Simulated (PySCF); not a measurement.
Relaxation of quartet RuSI

Method: PySCF, UPBE0, basis Ru def2-SVP with ECP28, S def2-SVP, I def2-SVP with ECP28 (scalar-relativistic core potentials, no spin–orbit coupling, density fitting). A (50,194) grid was used.

A hand-made bent start, of Cs symmetry, held to at least that symmetry:

```xyz
3
charge 0 multiplicity 4, angstrom
Ru   -0.8196    0.0000   -0.8664
S    -2.5234    0.0000    0.3266
I     1.2938    0.0000    0.6134
```

Q: What forces act on the atoms at the start (eV/Å)?

A: 
```json
{"atom": "Ru1", "Fx": "-0.10", "Fy": "0.00", "Fz": "0.60"}
{"atom": "S2", "Fx": "0.38", "Fy": "0.00", "Fz": "-0.34"}
{"atom": "I3", "Fx": "-0.28", "Fy": "0.00", "Fz": "-0.26"}
```

Q: What does it relax to?

A: It ends at Cs with Ru–I 2.544 Å, Ru–S 2.061 Å; I–Ru–S 113.5° (after a last refinement on a finer grid). A frequency run shows a minimum.

Q: How much energy is released, and in how many steps?

A: 1.5 kJ/mol in 5 steps.

Other spin states or occupations of the open shell can lie lower. No spin–orbit coupling is included, which matters more the heavier the element.

The relaxation took of the order of 60 core-seconds on a shared host.
